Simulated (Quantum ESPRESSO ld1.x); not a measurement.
The numbers below are computed, except where a source is named.
Problem. Xe5+, configuration [Kr] 4d10 5s2 5p1. Code: ld1.x of Quantum ESPRESSO 7.5. Model: scalar-relativistic Kohn-Sham, PW91, spin-unpolarised, spherical densities, point nucleus. Some entries of the table are withheld. Estimate them.

orbital  occ.  eigenvalue (hartree)  r(max) (bohr)  <1/r> (bohr^-1)
1s          2              -1265.66        0.01715              (1)
2s          2              -198.907        0.09696            13.33
2p          6              -178.724        0.07779            12.73
3s          2              -42.4889            (2)            4.792
3p          6              -35.9703         0.2728            4.553
3d         10              -26.3018         0.2259            4.312
4s          2                   (3)         0.6605            1.955
4p          6              -7.43057         0.6926            1.796
4d         10              -4.40798         0.7461              (4)
5s          2              -2.71575          1.542              (5)
5p          1              -2.17872            (6)           0.6950
4f          0              -1.44249         0.9876           0.9066
6s          0              -1.24526          3.222           0.4067

Solution. 
(1) 1s <1/r> (bohr^-1): 58.11
(2) 3s r(max) (bohr): 0.2789
(3) 4s eigenvalue (hartree): -9.49912
(4) 4d <1/r> (bohr^-1): 1.527
(5) 5s <1/r> (bohr^-1): 0.7885
(6) 5p r(max) (bohr): 1.721
